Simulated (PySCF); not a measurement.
C4H7FO2. Atoms are numbered in the order given.

```xyz
14

C      0.8539    -1.1063     1.6599
C      0.4086    -0.3872     0.4313
F      1.2203    -0.6193    -0.6471
C     -1.0408    -0.2592     0.0398
O     -1.3157    -0.2893    -1.3190
C     -0.2512     0.9668     0.4602
O      0.0221     1.8814    -0.5234
H      1.8609    -0.7752     1.9557
H      0.1664    -0.8984     2.4920
H      0.8734    -2.1945     1.4933
H     -1.8238    -0.6794     0.6831
H     -0.6571    -0.8598    -1.7379
H     -0.4430     1.4079     1.4456
H     -0.4342     1.5519    -1.3151
```

The structure is a stationary point at PBE0-D3(BJ)/def2-SVP. The structure was generated by enumeration; whether it is a known compound was not checked. The values are those of a single conformer.

Calculation: PBE/pcSseg-1 in PySCF.

GIAO shieldings, no solvent; atoms listed in one row are averaged. δ = σ(ref) − σ: ¹³C against TMS (σ = 182.0 ppm); ¹⁹F against CFCl3 (σ = 133.6 ppm); ¹⁷O against H2O (σ = 334.3 ppm); ¹H against TMS (σ = 31.49 ppm), references at their B3LYP-D3(BJ)/def2-TZVP geometries, non-relativistic.

Computed chemical shifts:
```json
[
 {"nucleus": "¹³C", "atoms": "C2", "count": "1", "δ (ppm)": "79.0"},
 {"nucleus": "¹³C", "atoms": "C6", "count": "1", "δ (ppm)": "57.6"},
 {"nucleus": "¹³C", "atoms": "C4", "count": "1", "δ (ppm)": "53.3"},
 {"nucleus": "¹³C", "atoms": "C1", "count": "1", "δ (ppm)": "21.2"},
 {"nucleus": "¹⁹F", "atoms": "F3", "count": "1", "δ (ppm)": "-270.0"},
 {"nucleus": "¹⁷O", "atoms": "O5", "count": "1", "δ (ppm)": "11.5"},
 {"nucleus": "¹⁷O", "atoms": "O7", "count": "1", "δ (ppm)": "9.5"},
 {"nucleus": "¹H", "atoms": "H11, H13", "count": "2", "δ (ppm)": "3.05"},
 {"nucleus": "¹H", "atoms": "H14", "count": "1", "δ (ppm)": "2.11"},
 {"nucleus": "¹H", "atoms": "H8, H9, H10", "count": "3", "δ (ppm)": "1.56"},
 {"nucleus": "¹H", "atoms": "H12", "count": "1", "δ (ppm)": "1.14"}
]
```
